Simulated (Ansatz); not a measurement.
Species: C10H8BF, SMILES `Bc1ccc2cc(F)cc-2cc1` (charge 0, multiplicity 1).

Give a relaxed geometry from B3LYP-D3(BJ)/def2-SVP (Ansatz, a first-principles code).

One answer among several that fit: the end point of this relaxation, one of several conformers (outside a Z-matrix the atoms follow the SMILES, hydrogens last).
Z-matrix (Å, degrees):
```
C
C 1 1.3956
H 2 1.0953 1 114.98
C 2 1.3955 3 115.76 1 -179.98
H 4 1.0937 2 114.67 3 0.00
C 1 1.4034 2 125.89 3 -0.03
H 6 1.0879 1 126.98 2 0.00
C 6 1.4052 7 126.27 1 179.97
F 8 1.3246 6 123.87 7 -0.01
C 8 1.4052 9 123.86 6 179.98
H 10 1.0879 8 126.27 9 0.01
C 10 1.4034 11 126.98 8 179.97
C 12 1.3956 10 125.89 11 0.01
H 13 1.0953 12 114.98 10 0.02
C 13 1.3955 14 115.76 12 179.98
H 15 1.0937 13 114.67 14 0.02
C 4 1.4156 5 114.68 2 179.99
B 17 1.5485 4 116.91 5 0.05
H 18 1.2068 17 120.31 4 -179.96
H 18 1.2068 19 119.38 16 179.91
```
